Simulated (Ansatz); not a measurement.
`N[Si]([O])(Cl)Cl`• → 2 Cl• + 2 H• + N• + O• + Si•  (atomization)

Program: Ansatz. Geometries: PBE0-D4/def2-TZVP. ΔE: electronic, gas phase. CBS: MP2 limit from def2 TZ/QZ plus the TZ coupled-cluster correction, frozen cores. This one scheme is used for every species, atoms too. DFT in def2-TZVPP. B3LYP here is the variant with VWN-RPA as its local correlation; programs differ in this. No spin–orbit coupling; open shells (•) take unrestricted orbitals. Spin–orbit coupling would lower the free atoms: a little for Cl, O, Si. Each species was taken in one conformer, which may not be the lowest.

```tsv
level	ΔE (kcal/mol)	difference from CCSD(T)/CBS
LDA (SPW92)	675.1	102.0
PBE-D4	594.7	21.6
BLYP-D4	580.1	7.0
r2SCAN-D4	582.5	9.4
B3LYP-D4	573.3	0.2
ωB97M-V	578.8	5.7
B2PLYP	563.4	-9.7
BLYP	568.5	-4.6
r2SCAN0	563.5	-9.6
MP2/def2-SVP	520.8	-52.3
CCSD(T)/def2-SVP	508.7	-64.4
SCS-MP2/def2-TZVPP	558.2	-14.9
CCSD/def2-TZVPP	537.3	-35.8
CCSD(T)/def2-TZVPP	549.5	-23.6
HF/def2-QZVPP	394.4	-178.7
CCSD/CBS(def2)	560.8	-12.3
CCSD(T)/CBS	573.1	0
```

Largest T1 diagnostic among the species: 0.024.

From PBE to PBE0 (25 % exact exchange), in def2-TZVPP and without D4, ΔE moves by −19.2 kcal/mol: exact exchange takes away binding that semilocal exchange gives to molecules. In def2-TZVPP, CCSD(T) changes the Hartree–Fock value by +157.0 kcal/mol (the triples alone add +12.3 kcal/mol) and MP2 by +172.7 kcal/mol; breaking electron pairs costs correlation energy, which Hartree–Fock lacks.

For atomizations the MP2-based limit and the directly extrapolated one differ by several kJ/mol either way, and by 10 to 25 for some Ge, Se and Sn compounds, so smaller differences from it don't rank the levels.
